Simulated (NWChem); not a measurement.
System: carbon tetrabromide (CBr$_{4}$); SMILES BrC(Br)(Br)Br

NWChem input:

```
start job
memory heap 200 mb stack 900 mb global 1100 mb
geometry units angstroms noautoz
  Br     1.203732     0.755855    -1.313529
  C     -0.000010    -0.000048     0.000043
  Br    -0.452561     1.348897     1.311995
  Br     0.860975    -1.493073     0.880437
  Br    -1.612157    -0.611723    -0.878863
end
basis spherical
  * library def2-tzvpd
end
dft
  xc xpbe96 cpbe96
  iterations 150
  semidirect filesize 400000000
  mulliken
end
task dft energy
```

NWChem printed, in part:

```
             Northwest Computational Chemistry Package (NWChem) 7.3.0
             --------------------------------------------------------

 C1  symmetry detected

                             Geometry "geometry" -> ""
                             -------------------------

 Output coordinates in angstroms (scale by  1.889725989 to convert to a.u.)

  No.       Tag          Charge          X              Y              Z
 ---- ---------------- ---------- -------------- -------------- --------------
    1 Br                  35.0000    -0.90446911    -1.41204147     0.96632115
    2 C                    6.0000     0.00002153     0.00004283     0.00000330
    3 Br                  35.0000     1.48650053    -0.74551091    -0.99004865
    4 Br                  35.0000     0.65690720     1.32084762     1.25279552
    5 Br                  35.0000    -1.23894231     0.83669742    -1.22906858

 Effective nuclear repulsion energy (a.u.)    1460.3396629102

  pbe96 is a nonlocal functional; adding pw91lda local functional.

                                 NWChem DFT Module
                                 -----------------

 Summary of "ao basis" -> "ao basis" (spherical)
 ------------------------------------------------------------------------------
       Tag                 Description            Shells   Functions and Types
 ---------------- ------------------------------  ------  ---------------------
 Br                        def2-tzvpd               19       57   7s6p5d1f
 C                         def2-tzvpd               13       37   6s3p3d1f

            General Information
            -------------------
          SCF calculation type: DFT
          Wavefunction type:  closed shell.
          No. of atoms     :     5
          No. of electrons :   146
           Alpha electrons :    73
            Beta electrons :    73
          Charge           :     0
          Spin multiplicity:     1
          Use of symmetry is: off; symmetry adaption is: off
          Maximum number of iterations: 150
          AO basis - number of functions:   265
                     number of shells:    89
          Convergence on energy requested:  1.00D-06
          Convergence on density requested:  1.00D-05
          Convergence on gradient requested:  5.00D-04

              XC Information
              --------------
          PerdewBurkeErnzerhof Exchange Functional  1.000
            Perdew 1991 LDA Correlation Functional  1.000 local
           PerdewBurkeErnz. Correlation Functional  1.000 non-local

             Grid Information
             ----------------
          Grid used for XC integration:  medium
          Radial quadrature: Mura-Knowles
          Angular quadrature: Lebedev.
          Tag              B.-S. Rad. Rad. Pts. Rad. Cut. Ang. Pts.
          ---              ---------- --------- --------- ---------
          Br                  1.15      112          14.0       590
          C                   0.70       49          12.0       434
          Grid pruning is: on
          Number of quadrature shells:   497
          Spatial weights used:  Erf1

      Superposition of Atomic Density Guess
      -------------------------------------

 Sum of atomic energies:      -10327.26863846

      Non-variational initial energy
      ------------------------------

 Total energy =  -10328.371003
 1-e energy   =  -17297.784087
 2-e energy   =    5509.073422
 HOMO         =      -0.340387
 LUMO         =      -0.081087

------------------------------------------------------------
EAF file 0: "./job.aoints.0" size=3198681088 bytes
------------------------------------------------------------
               write      read    awrite     aread      wait
               -----      ----    ------     -----      ----
     calls:     6104         1         0         0         0
   data(b): 3.20e+09  5.24e+05  0.00e+00  0.00e+00
   time(s): 0.00e+00  0.00e+00  0.00e+00  0.00e+00  0.00e+00
rate(mb/s): 0.00e+00  0.00e+00
------------------------------------------------------------

     ---------------------------------------------
      Total Density - Mulliken Population Analysis
     ---------------------------------------------

    Atom       Charge   Shell Charges
 -----------   ------   -------------------------------------------------------
    1 Br  35    35.11   2.00  2.00  1.16  0.77  1.02  1.03 -0.12  6.00  5.94  1.28  2.79  1.22  0.02  8.98  1.03 -0.02  0.04 -0.05  0.00
    2 C    6     5.53   0.85  1.13  0.45  0.68  0.80 -0.20  0.63  0.94  0.26  0.02  0.12 -0.15  0.01
    3 Br  35    35.11   2.00  2.00  1.16  0.77  1.02  1.04 -0.12  6.00  5.94  1.28  2.79  1.22  0.02  8.98  1.03 -0.02  0.04 -0.05  0.00
    4 Br  35    35.12   2.00  2.00  1.16  0.77  1.02  1.04 -0.13  6.00  5.94  1.28  2.79  1.22  0.03  8.98  1.03 -0.02  0.04 -0.05  0.00
    5 Br  35    35.12   2.00  2.00  1.16  0.77  1.02  1.04 -0.13  6.00  5.94  1.28  2.79  1.23  0.03  8.98  1.03 -0.02  0.04 -0.05  0.00

   convergence    iter        energy       DeltaE   RMS-Dens  Diis-err
 ---------------- ----- ----------------- --------- --------- ---------
 d= 0,ls=0.0,diis     1 -10332.8411154733 -1.18D+04  1.58D-02  4.33D+00
 d= 0,ls=0.0,diis     2 -10330.8737059308  1.97D+00  7.90D-03  2.14D+01
 d= 0,ls=0.0,diis     3 -10333.0770672464 -2.20D+00  1.58D-03  4.52D-01
 d= 0,ls=0.0,diis     4 -10333.1191746137 -4.21D-02  5.53D-04  1.02D-01
 d= 0,ls=0.0,diis     5 -10333.1307609545 -1.16D-02  1.04D-04  1.64D-03
  Resetting Diis
 d= 0,ls=0.0,diis     6 -10333.1309227485 -1.62D-04  1.23D-05  2.00D-05
 d= 0,ls=0.0,diis     7 -10333.1309248832 -2.13D-06  6.06D-06  1.33D-06
 d= 0,ls=0.0,diis     8 -10333.1309243759  5.07D-07  4.67D-06  5.84D-06

         Total DFT energy =   -10333.130924375899
      One electron energy =   -17293.849842152078
           Coulomb energy =     5869.385086402925
    Exchange-Corr. energy =     -369.005831536939
 Nuclear repulsion energy =     1460.339662910192

 Numeric. integr. density =      146.000003675530

                       DFT Final Molecular Orbital Analysis
                       ------------------------------------

 Vector   71  Occ=2.000000D+00  E=-2.568833D-01
              MO Center=  2.3D-01,  5.1D-01, -2.7D-01, r^2= 5.0D+00
   Bfn.  Coefficient  Atom+Function         Bfn.  Coefficient  Atom+Function
  ----- ------------  ---------------      ----- ------------  ---------------
   168      0.271386  4 Br px               113     -0.242537  3 Br pz
   226      0.243668  5 Br py               227      0.223551  5 Br pz
   169     -0.188970  4 Br py               111     -0.185248  3 Br px
   162     -0.185111  4 Br px               165      0.171456  4 Br px
   107      0.165433  3 Br pz               220     -0.166203  5 Br py

 Vector   72  Occ=2.000000D+00  E=-2.568822D-01
              MO Center= -1.9D-01,  1.7D-02,  4.5D-01, r^2= 5.1D+00
   Bfn.  Coefficient  Atom+Function         Bfn.  Coefficient  Atom+Function
  ----- ------------  ---------------      ----- ------------  ---------------
    19      0.294481  1 Br pz               170     -0.251744  4 Br pz
    13     -0.200862  1 Br pz                16      0.186043  1 Br pz
    22      0.175059  1 Br pz               226     -0.175456  5 Br py
   164      0.171709  4 Br pz               169      0.170218  4 Br py
   225     -0.165560  5 Br px               167     -0.159041  4 Br pz

 Vector   73  Occ=2.000000D+00  E=-2.568799D-01
              MO Center= -3.9D-02, -5.3D-01, -1.8D-01, r^2= 5.1D+00
   Bfn.  Coefficient  Atom+Function         Bfn.  Coefficient  Atom+Function
  ----- ------------  ---------------      ----- ------------  ---------------
   112      0.299409  3 Br py                17      0.271998  1 Br px
    18     -0.210263  1 Br py               106     -0.204224  3 Br py
   225     -0.201921  5 Br px               109      0.189158  3 Br py
    11     -0.185529  1 Br px               115      0.178003  3 Br py
    14      0.171841  1 Br px                20      0.161697  1 Br px

 Vector   74  Occ=0.000000D+00  E=-1.300599D-01
              MO Center= -5.5D-05, -8.4D-05,  6.3D-06, r^2= 5.6D+00
   Bfn.  Coefficient  Atom+Function         Bfn.  Coefficient  Atom+Function
  ----- ------------  ---------------      ----- ------------  ---------------
    61      0.627643  2 C  s                 60      0.302385  2 C  s
   111      0.178422  3 Br px                18     -0.169497  1 Br py
    59     -0.166831  2 C  s                169      0.158534  4 Br py
   170      0.150362  4 Br pz               225     -0.148703  5 Br px
   227     -0.147525  5 Br pz               114      0.145236  3 Br px

 Vector   75  Occ=0.000000D+00  E=-7.059510D-02
              MO Center= -3.2D-01, -5.9D-01,  2.4D-01, r^2= 5.0D+00
   Bfn.  Coefficient  Atom+Function         Bfn.  Coefficient  Atom+Function
  ----- ------------  ---------------      ----- ------------  ---------------
    66      0.258409  2 C  pz                69      0.250856  2 C  pz
    65     -0.229991  2 C  py                68     -0.223270  2 C  py
    21     -0.216948  1 Br py                 5     -0.202609  1 Br s
    18     -0.202357  1 Br py                64     -0.175275  2 C  px
    67     -0.170150  2 C  px                 6     -0.163286  1 Br s

 Vector   76  Occ=0.000000D+00  E=-7.058386D-02
              MO Center=  3.2D-02,  4.8D-02, -6.5D-01, r^2= 5.1D+00
   Bfn.  Coefficient  Atom+Function         Bfn.  Coefficient  Atom+Function
  ----- ------------  ---------------      ----- ------------  ---------------
    64      0.327850  2 C  px                67      0.318262  2 C  px
    65     -0.202870  2 C  py               230      0.202476  5 Br pz
    68     -0.196938  2 C  py               116     -0.178553  3 Br pz
    70      0.175283  2 C  px               213      0.173410  5 Br s
   227      0.170979  5 Br pz                99     -0.165076  3 Br s

------------------------------------------------------------
EAF file 0: "./job.aoints.0" size=3198156800 bytes
------------------------------------------------------------
               write      read    awrite     aread      wait
               -----      ----    ------     -----      ----
     calls:     6104         8         0     42693     42693
   data(b): 3.20e+09  4.19e+06  0.00e+00  2.24e+10
   time(s): 0.00e+00  0.00e+00  0.00e+00  0.00e+00  0.00e+00
rate(mb/s): 0.00e+00  0.00e+00
------------------------------------------------------------

     ---------------------------------------------
      Total Density - Mulliken Population Analysis
     ---------------------------------------------

    Atom       Charge   Shell Charges
 -----------   ------   -------------------------------------------------------
    1 Br  35    35.05   2.00  2.01  1.16  0.77  1.08  0.99  0.07  6.00  5.92  1.35  2.60  1.01  0.02  8.94  1.02  0.05  0.05 -0.00  0.01
    2 C    6     5.80   0.86  1.11  0.53  0.86 -0.39  0.03  1.09  1.34 -0.04  0.02  0.22  0.16  0.01
    3 Br  35    35.05   2.00  2.01  1.16  0.77  1.08  0.99  0.07  6.00  5.92  1.35  2.60  1.01  0.02  8.94  1.02  0.05  0.05 -0.00  0.01
    4 Br  35    35.05   2.00  2.01  1.16  0.77  1.08  0.99  0.07  6.00  5.92  1.35  2.60  1.01  0.02  8.94  1.02  0.05  0.05 -0.00  0.01
    5 Br  35    35.05   2.00  2.01  1.16  0.77  1.08  0.99  0.07  6.00  5.92  1.35  2.60  1.01  0.02  8.94  1.02  0.05  0.05 -0.00  0.01

     -------------------------------------------
      Total Density - Lowdin Population Analysis
     -------------------------------------------

    Atom       Charge   Shell Charges
 -----------   ------   -------------------------------------------------------
    1 Br  35    34.46   2.00  2.00  1.15  0.82  0.77  0.60  0.14  5.98  5.65  1.63  2.24  0.98  0.15  8.52  1.23  0.25  0.11  0.23  0.02
    2 C    6     8.17   0.91  1.04  0.42  0.35  0.16  0.11  0.96  1.31  0.76  0.02  0.62  1.46  0.05
    3 Br  35    34.46   2.00  2.00  1.15  0.82  0.77  0.60  0.14  5.98  5.65  1.63  2.24  0.98  0.15  8.52  1.23  0.25  0.11  0.23  0.02
    4 Br  35    34.46   2.00  2.00  1.15  0.82  0.77  0.60  0.14  5.98  5.65  1.63  2.24  0.98  0.15  8.52  1.23  0.25  0.11  0.23  0.02
    5 Br  35    34.46   2.00  2.00  1.15  0.82  0.77  0.60  0.14  5.98  5.65  1.63  2.24  0.98  0.15  8.52  1.23  0.25  0.11  0.23  0.02

     Multipole analysis of the density
     ---------------------------------

     L   x y z        total         alpha         beta         nuclear
     -   - - -        -----         -----         ----         -------
     0   0 0 0      0.000000    -73.000000    -73.000000    146.000000

     1   1 0 0      0.000073      0.000037      0.000037     -0.000000
     1   0 1 0      0.000059      0.000030      0.000030     -0.000000
     1   0 0 1     -0.000002     -0.000001     -0.000001      0.000000

     2   2 0 0    -57.356191   -340.787093   -340.787093    624.217995
     2   1 1 0      0.000008      0.000004      0.000004      0.000000
     2   1 0 1      0.000200      0.000100      0.000100      0.000000
     2   0 2 0    -57.356167   -340.793037   -340.793037    624.229906
     2   0 1 1      0.000339      0.000170      0.000170      0.000000
     2   0 0 2    -57.356403   -340.776308   -340.776308    624.196213
```

Level: PBE/def2-TZVPD. The geometry was optimised at PBE0/def2-SVP.
